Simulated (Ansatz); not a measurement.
`[CH3][In]([CH3])[SiH3]` + `O/C=C\Cl` → `O/C([SiH3])=C\Cl` + `[CH3][InH][CH3]`  (formal exchange of groups at the Si–In bond)

Isolated molecules relaxed with PBE0-D4/def2-TZVP in Ansatz; ΔE leaves out vibrations. CCSD(T)/CBS adds triple-zeta CCSD(T) − MP2 to the extrapolated MP2 energy (def2 sets, frozen cores). Double bonds are as drawn, so ΔE can hold a change between cis and trans. Functionals use def2-TZVPP. B3LYP here is the variant with VWN-RPA as its local correlation; programs differ in this. Elements past krypton have def2 core potentials. For In outer-core shells are correlated without core-valence functions, which leaves a few kJ/mol of doubt a bond. One conformer a species, not always the lowest.

`[CH3][In]([CH3])[SiH3]`:

```xyz
13

C    -0.797   -1.487    1.467
In   -0.089   -0.097   -0.032
C    -1.188    0.003   -1.892
Si    1.952    1.427    0.405
H    -0.116   -1.560    2.314
H    -1.775   -1.159    1.831
H    -0.926   -2.477    1.025
H    -0.683    0.619   -2.635
H    -2.180    0.423   -1.705
H    -1.327   -1.002   -2.297
H     2.934    0.822    1.349
H     1.504    2.715    1.014
H     2.691    1.774   -0.843
```

`O/C=C\Cl`:

Cartesian coordinates in Å:
```
O 0.779 -1.254 -0.371
C 0.232 -0.388 0.491
C -0.443 0.713 0.180
Cl -0.691 1.154 -1.471
H 0.600 -0.942 -1.269
H 0.387 -0.664 1.527
H -0.865 1.380 0.914
```

`O/C([SiH3])=C\Cl`:

```xyz
10

O     0.030    0.869   -1.471
C     0.183    0.205   -0.306
Si   -1.394   -0.464    0.457
C     1.361    0.019    0.293
Cl    2.819    0.633   -0.406
H     0.902    1.167   -1.772
H    -1.017   -1.152    1.717
H    -2.041   -1.419   -0.477
H    -2.331    0.652    0.740
H     1.486   -0.511    1.224
```

`[CH3][InH][CH3]`:

```xyz
10

C     0.640    0.392    1.721
In   -0.511    0.651   -0.088
C    -0.310   -0.810   -1.666
H     0.361   -0.547    2.206
H     1.704    0.332    1.481
H     0.483    1.210    2.425
H    -1.578    2.006   -0.270
H    -0.943   -0.577   -2.521
H    -0.576   -1.801   -1.290
H     0.730   -0.856   -1.999
```

```
         level  ΔE (kcal/mol)
       PBE0-D4            9.4
      B3LYP-D4            7.8
        r2SCAN            8.4
CCSD/CBS(def2)            8.3
```

Question: What does CCSD(T)/CBS give? (Estimate.)

Answer: The calculation gave: +8.1 kcal/mol. The listed levels differ from it by 1.3, -0.3, 0.3, 0.2 kcal/mol.

Largest T1 diagnostic among the species: 0.013.

The D4 term adds −0.9 kcal/mol with B3LYP and −0.4 kcal/mol with PBE0; it sums over pairs of atoms, weighted by their polarisabilities, and B3LYP, whose exchange is more repulsive, gets the larger term.

CCSD(T)/CBS has its own doubt, a few kJ/mol and more with outer-core shells, so smaller differences from it don't rank the levels.
